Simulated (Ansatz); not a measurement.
Consider the atomization: `[F][AlH][CH2]CCl` → Al• + 2 C• + Cl• + F• + 5 H•.

Calculated with Ansatz (gas phase, PBE0-D4/def2-TZVP geometries, no zero-point term in ΔE). CCSD(T)/CBS adds triple-zeta CCSD(T) − MP2 to the extrapolated MP2 energy (def2 sets, frozen cores). This one scheme is used for every species, atoms too. DFT in def2-TZVPP. B3LYP here is the variant with VWN-RPA as its local correlation; programs differ in this. No spin–orbit coupling; open shells (•) take unrestricted orbitals. Spin–orbit coupling would lower the free atoms: a little for Al, C, Cl, F. One conformer a species, not always the lowest.

`[F][AlH][CH2]CCl`:

Cartesian coordinates in Å:
```
F 1.662 -1.505 1.298
Al 0.120 -1.588 0.710
C -0.587 -0.023 -0.223
C 0.358 1.144 -0.337
Cl -0.376 2.540 -1.207
H -0.675 -2.929 0.944
H -1.507 0.282 0.292
H -0.911 -0.348 -1.219
H 0.657 1.532 0.636
H 1.259 0.895 -0.895
```

```tsv
level	ΔE (kJ/mol)
LDA (SPW92)	4096.5
B3LYP-D4	3593.3
r2SCANh-D4	3602.5
revPBE	3518.3
BLYP	3539.4
PBE0	3592.1
r2SCAN0	3566.8
HF/def2-QZVPP	2710.3
```

(1) What does CCSD(T)/CBS give? (Best estimate.)

(2) What do rigid-rotor, harmonic-oscillator terms from PBE0-D4/def2-TZVP frequencies (298.15 K, 1 bar) make of the CCSD(T)/CBS value? (An estimate is asked.)

Largest T1 diagnostic among the species: 0.018.

Answers

(1) The calculation gave: +3618.4 kJ/mol. The listed levels differ from it by 478.1, -25.1, -15.9, -100.1, -79.0, -26.3, -51.6, -908.1 kJ/mol.

(2) The calculation gave: ΔZPE = -171.8 kJ/mol, ΔH = +3487.4 kJ/mol, ΔS = 1022 J/(mol·K), ΔG = +3182.8 kJ/mol. Open shells count their whole term as degenerate. Modes under 50 cm⁻¹ make the entropy rough.

From BLYP to BHLYP (50 % exact exchange), in def2-TZVPP and without D4, ΔE moves by −60.2 kJ/mol: exact exchange takes away binding that semilocal exchange gives to molecules. At CCSD(T), def2-SVP lies −193.9 kJ/mol from the extrapolated value and def2-TZVPP −93.9 kJ/mol: correlation converges slowly with the basis, and small sets miss more of it in the bonded molecule than in its fragments. Leaving LDA and LC-ωPBE aside and taking each functional with its dispersion term where it has one, the values, not all of them listed here, spread over 159.7 kJ/mol, from BHLYP-D4 to PBE-D4. LDA lies +453.3 kJ/mol from PBE without D4, its usual overbinding.

For atomizations the MP2-based limit and the directly extrapolated one differ by several kJ/mol either way, and by 10 to 25 for some Ge, Se and Sn compounds, so smaller differences from it don't rank the levels.
